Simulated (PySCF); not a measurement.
Static response to an electric field

Species: C₅H₇NO₂Si.
Numbering: `[CH3:1][O:2][C@@H:3]([C:4]#[N:5])[SiH2:6][CH:7]=[C:8]=[O:9]` (hydrogens: H10, H11, H12 on C1; H13 on C3; H14, H15 on Si6; H16 on C7)

Geometry (GFN2-xTB, Å), atoms numbered from 1 in this order:
```
atom  x, y, z in Å
C1    -1.8461    1.2036    0.0904
O2    -0.7173    0.5950   -0.4881
C3    -0.4460   -0.7141   -0.0140
C4    -1.3964   -1.6852   -0.4784
N5    -2.1419   -2.4576   -0.8768
Si6    1.3236   -1.0269   -0.7128
C7     2.3848    0.2867    0.1019
C8     1.8622    1.2876    0.7310
O9     1.3457    2.1439    1.3180
H10   -1.9255    2.1901   -0.3618
H11   -2.7582    0.6308   -0.1115
H12   -1.7219    1.3089    1.1754
H13   -0.4464   -0.7381    1.0881
H14    1.2586   -0.8776   -2.1659
H15    1.7684   -2.3646   -0.3063
H16    3.4489    0.2267   -0.0244
```

Level: wB97X-D/def2-SVPD (PySCF), static field, nuclei fixed, core orbitals frozen in the response. The polarisability tensor in these axes (au):

```
x    97.38   2.52   0.53
y     2.52 104.15  16.11
z     0.53  16.11  79.22
```

Problem. Give the principal values, the mean and the anisotropy Δα = √{½[(α1 − α2)² + (α2 − α3)² + (α1 − α3)²]}.

Solution. Principal values 71.30, 96.98 and 112.47 au; mean 93.59 au = 13.87 Å³ = 15.43 × 10⁻⁴⁰ C²·m²/J; Δα = 36.02 au (38 % of the mean).

Problem. What is the dipole moment, and where does it point?

Solution. (2.52, 1.40, 1.14) D, 3.10 D in size, pointing from the negative to the positive side. Measured along this direction, the outermost atoms are N5 at the negative end and H16 at the positive end.

Problem. What are the principal values of the traceless quadrupole moment, Θ = ½Σq(3rr − r²1), about the centre of nuclear charge?

Solution. -21.91, 4.29, 17.62 D·Å. The values depend on the origin, since the dipole doesn't vanish. The electronic extent ⟨r²⟩ about the same centre is 1505 bohr², a root-mean-square distance of 2.39 Å for the 74 electrons.

Problem. Find the Langevin capture rate constant for NO+ (29.998 u) meeting this molecule (141.025 u), k = 2.342 × 10⁻⁹ cm³/s × √(α in Å³ / reduced mass in u).

Solution. The reduced mass is 24.74 u, so k = 1.75 × 10⁻⁹ cm³/s. The formula leaves out the permanent dipole, which adds to the capture rate.

Problem. How large is μ²/3kT at 273 K beside α?

Solution. In Gaussian units μ²/3kT = 84.87 Å³ against 13.87 Å³, a ratio of 6.12; the Debye molar polarisation (4π/3)N_A(α + μ²/3kT) is 249.1 cm³/mol, leaving out the vibrational part.

One conformer (not necessarily the lowest) at the GFN2-xTB geometry, without solvent, vibrations or thermal averaging.
